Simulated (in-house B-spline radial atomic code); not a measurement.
**RPA and G0W0 on CAM-B3LYP: Si V (Si4+)**

Configuration [He] 2s2 2p6, mean-field start CAM-B3LYP. Computed with a B-spline radial code for spherical atoms: all electrons, non-relativistic, point nucleus, each spin shell either full or empty, empty states to l = 9 with an (l + 1/2)⁻⁴ tail; G0W0 by contour deformation at full frequency.

Command:
```bash
python run_gw.py task.json out
```
Settings (radii: box in bohr, nucleus in fm):
```
Z                        14
electrons                10
configuration            [He] 2s2 2p6
hamiltonian              nr
method                   camb3lyp
lmax                     9
spin_polarised           False
box_radius               11.96
intervals                47
```

Time taken, with all properties: 0.8 s on 1 thread of Intel(R) Xeon(R) Platinum 8375C CPU @ 2.90GHz, on a shared host.

Energies (hartree):

```json
{"term": "mean-field total", "value": "-285.57061"}
{"term": "Hartree-Fock functional on these orbitals", "value": "-285.17516"}
{"term": "direct second order", "value": "-0.65662"}
{"term": "second-order exchange", "value": "0.23271"}
{"term": "SOSEX correction", "value": "0.2171"}
```

Question: What is the RPA correlation energy, and what remains with SOSEX?

Answer: RPA gives -0.59474 hartree (-1.62 eV per electron); RPA + SOSEX gives -0.37764, and the second-order doubles -0.42391 hartree (no singles). RPA lacks exchange-type terms and so overcorrelates at short range.

Quasi-particle levels (eV):

```csv
level,occupied,mean field,Σx - vxc,Σc,QP weight,G0W0
2p,yes,-155.00,-13.80,?,?,?
2s,yes,-199.49,-20.36,4.76,0.957,-215.09
1s,yes,-1857.20,-69.98,26.70,0.868,-1900.48
3s,no,-48.97,4.47,-0.53,0.997,-45.02
```

G0W0 = mean field + (Σx - vxc) + Σc, with Σc (partial-wave tail included) taken at the quasi-particle energy.

Question: Where does G0W0 put 2p?

Answer: At -166.88 eV, with Σc = 1.93 eV and a quasi-particle weight of 0.970. The tabulated removal energy is 166.767 ± 0.003 eV (NIST, measured); the calculation leaves out relativity, Breit and QED terms, and what these don't explain is the method's own error.
